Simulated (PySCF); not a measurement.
## Adding and removing an electron: RbAs

r²SCAN; basis Rb def2-SVP with ECP28, As def2-SVP; scalar-relativistic core potentials; PySCF 2.14. Neutral (UKS): triplet (π ↑↑), Re = 3.309 Å, ωe = 128 cm⁻¹, De = 1.20 eV, HOMO -2.87 eV, LUMO -1.62 eV.

RbAs⁺ (UKS): quartet (σ ↑, π ↑↑), Re = 3.865 Å, ωe = 46.4 cm⁻¹, De = 0.13 eV to Rb⁺ + As. The energies at the minima are -2259.67021 hartree for RbAs and -2259.48088 for RbAs⁺.

(1) Work out the adiabatic ionisation energy, without and with harmonic zero-point energies (1 hartree = 27.2114 eV, 1 eV = 8065.5 cm⁻¹), and the change of the bond length.

Weak bonds: RbAs⁺. Basis-set superposition, not corrected here, can be much of De in a small basis, most of all at correlated wavefunction levels. Spin–orbit coupling is left out. For an ion De counts to the pair picked by the measured ionisation energies or electron affinities, which need not be the lowest pair at this level. States were picked by a PBE0 search and need not be the measured ground states.

Results:

(1) At r²SCAN: 0.18933 hartree = 5.152 eV between the minima; the zero-point term (46.4 − 128.0)/2 cm⁻¹ = -0.005 eV makes it 5.147 eV. Re changes by +55.6 pm against the neutral. The electron leaves a σ orbital, and the ion is left as a loose complex of an ion and an atom.
